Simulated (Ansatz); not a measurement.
Species: diphosphane, P2H4, net charge 0, singlet state. SMILES: PP
Structure (B3LYP-D3(BJ)/def2-TZVP (Ansatz, a first-principles code) minimum search):
```xyz
6

P     -1.0203    -0.4713    -0.0535
P      1.0203     0.4711     0.0549
H     -1.5176     0.2567     1.0604
H     -1.5148     0.4895    -0.9757
H      1.5219    -0.4987     0.9637
H      1.5105    -0.2449    -1.0699
```
Charge 0, spin multiplicity 1.

Wanted: atomisation energy (electronic, to ground-state atoms); the coupled-cluster value holds the core correlation from cc-pwCVTZ, in kcal/mol. Correlated levels leave the core frozen unless marked. UHF or UKS for open shells. No spin-orbit coupling. Non-relativistic. CBS(X,Y): correlation extrapolated as X^-3; Hartree-Fock from the larger set.

Level to compare with: CCSD(T)/CBS(cc-pV(T+d)Z,cc-pV(Q+d)Z) plus the core term (Ansatz), 371.1 kcal/mol. It is a level with limits of its own, and the differences hold the functionals' basis error too.

Q: Rank these functionals by how close they come to CCSD(T)/CBS(cc-pV(T+d)Z,cc-pV(Q+d)Z), closest first: wB97X-V/def2-TZVPD (Ansatz); r2SCAN/def2-TZVPD (Ansatz); revPBE/def2-TZVPD (Ansatz); PBE0/def2-TZVPD (Ansatz).

A: r2SCAN/def2-TZVPD (meta-GGA, 368.5 kcal/mol, difference -2.6), PBE0/def2-TZVPD (global hybrid, 365.6 kcal/mol, difference -5.5), wB97X-V/def2-TZVPD (range-separated hybrid with VV10, 379.8 kcal/mol, difference 8.7), revPBE/def2-TZVPD (GGA, 360.4 kcal/mol, difference -10.7)
